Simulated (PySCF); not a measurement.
**Orbital energies and ionisation energy**

Species: C₂H₁₁BNOP.
Z-matrix (Å and degrees, PBE0-D3(BJ)/def2-SVP geometry), rows numbered from 1:
```
C 
O   1  1.4024
C   2  1.3781  1  115.43
N   3  1.4738  2  112.96  1    81.99
B   4  1.6287  3  114.06  2   178.46
P   5  1.9795  4  105.47  3  -170.90
H   1  1.0976  2  107.52  3   174.31
H   1  1.1072  2  112.77  3   -66.97
H   1  1.1056  2  111.53  3    55.14
H   3  1.0980  2  108.55  1  -159.97
H   3  1.1044  2  112.93  1   -39.34
H   4  1.0247  3  109.44  2    56.49
H   4  1.0227  3  110.23  2   -59.20
H   5  1.2220  4  105.95  3    64.49
H   5  1.2238  4  105.34  3   -55.79
H   6  1.4245  5   97.64  4   160.84
H   6  1.4304  5  101.26  4  -103.28
```

Level: CAM-B3LYP/def2-SVPD (PySCF). Frontier orbitals with their largest atomic shares (Löwdin; up to four atoms above 4 %):

```csv
orbital,ε (eV),main atoms
HOMO−3,-10.47,"O2 48 %, C1 11 %, B5 7 %, P6 6 %"
HOMO−2,-9.91,"P6 25 %, B5 24 %, H16 13 %, H14 11 %"
HOMO−1,-9.27,"B5 29 %, P6 24 %, H15 17 %, H17 12 %"
HOMO,-7.37,?
LUMO,0.51,"C1 17 %, B5 16 %, H13 14 %, H8 10 %"
LUMO+1,1.37,"C1 19 %, H9 12 %, B5 11 %, O2 10 %"
LUMO+2,1.54,"O2 20 %, H10 14 %, C3 12 %, H13 9 %"
```

What vertical ionisation energy does ΔSCF give, and how far is −ε(HOMO) from it?

ΔSCF: 8.26 eV (797 kJ/mol; threshold wavelength 150 nm); ⟨S²⟩ of the doublet left behind is 0.755, against 0.75 for a pure doublet. −ε(HOMO) is 7.37 eV, 0.89 eV below it. For the exact functional −ε(HOMO) would equal the first vertical ionisation energy; CAM-B3LYP (range-separated hybrid) falls short of its own ΔSCF value by 11 %.

On which atoms does the HOMO lie?

P6 (three-coordinate phosphorus) 63 %, B5 (four-coordinate boron) 17 %, H17 (P–H hydrogen) 6 %, H16 (P–H hydrogen) 6 %, so more than half of it is on one atom. The HOMO−1 lies 1.90 eV lower.

Shift the occupied levels rigidly so that −ε(HOMO) equals the ΔSCF value. What binding energies result?

The shift is +0.89 eV: HOMO 8.26, HOMO−1 10.16, HOMO−2 10.80, HOMO−3 11.36 eV. A rigid shift is only a rough guide to the deeper ionisations.

What kinetic energy would electrons from this vertical process carry with He II light (40.814 eV)?

40.81 − 8.26 = 32.55 eV.

With α = 86.8 au, estimate the like-pair dispersion coefficient by London's formula C6 = (3/4)α²I.

I = 0.3034 Eh, so C6 ≈ 1720 au, a rough estimate.

What total energies stand behind the ΔSCF value?

E(N) = -578.62446 Eh and E(N − 1) = -578.32108 Eh at the same geometry, 0.30338 Eh apart.

One conformer (not necessarily the lowest) at the PBE0-D3(BJ)/def2-SVP geometry, without solvent, vibrations or thermal averaging.
